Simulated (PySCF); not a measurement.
C2H9ClOSi2

The system: C2H9ClOSi2, a small molecule; neutral, singlet. The structure, one conformer, was relaxed in the gas phase by PBE0-D3(BJ)/def2-SVP. No frequency run checks that it is a minimum.

SMILES: [SiH3]CC(Cl)O[SiH3]

```xyz
15

C     0.608    0.137   -0.595
O    -0.330   -0.818   -0.289
Si   -0.187   -2.458   -0.665
C     0.096    1.504   -0.224
Si   -0.502    1.568    1.576
Cl    1.026    0.074   -2.380
H     1.575   -0.081   -0.110
H    -1.099   -3.142    0.289
H    -0.609   -2.735   -2.064
H     1.226   -2.892   -0.451
H    -0.746    1.764   -0.885
H     0.886    2.254   -0.383
H    -1.826    0.902    1.739
H    -0.627    2.999    1.989
H     0.500    0.901    2.464
```
(Å; atoms numbered from 1)

Shieldings: GIAO PBE0/pcSseg-1. Shifts are against computed references at the same level: C TMS (σ 184.4 ppm), H TMS (σ 31.27 ppm), Si TMS (σ 352.0 ppm). Core levels by delta-SCF with SCAN, pcX-2 on the ionised atom and pcseg-1 elsewhere, spin-free X2C (2p3/2 is the spin-free 2p value less a third of a first-order spin-orbit splitting); from the vacuum level, for chosen atoms.

Give the shieldings and core levels atom by atom.


```tsv
atoms	bonded to	σ (ppm)	δ (ppm)	core level (eV)
C1	1 C + 1 Cl + 1 O + 1 H	85.7	98.7	1s 293.94
O2	1 C + 1 Si	246.8	-	1s 538.60
Si3	1 O + 3 H	379.9	-28.0	2p3/2 107.77
C4	1 C + 1 Si + 2 H	158.4	26.0	1s 290.64
Si5	1 C + 3 H	420.4	-68.4	-
Cl6	1 C	651.1	-	2p3/2 205.49
H7	1 C	25.56	5.71	-
H8 H9 H10	1 Si	26.45	4.82	-
H11	1 C	29.43	1.84	-
H12	1 C	29.94	1.33	-
H13 H14 H15	1 Si	27.43	3.84	-
```

Values are those of this one static structure, with the three H of a rotating XH3 group averaged; atoms that internal rotation interchanges would show their mean in an NMR spectrum.

Which of C1, C4 holds its core electrons tightest, and by how much against the loosest?

C1 (bonded to 1 C + 1 Cl + 1 O + 1 H), by 3.30 eV over C4 (bonded to 1 C + 1 Si + 2 H).

By CAM-B3LYP/def2-SVPD (TDDFT singlets, Tamm-Dancoff triplets, ionisation by delta-SCF), where does absorption start, and what does vertical ionisation take?

The lowest singlet lies at 7.03 eV (f 0.003), the strongest of the first 6 at 8.15 eV (f 0.051), the lowest triplet at 6.43 eV; vertical ionisation takes 10.63 eV.
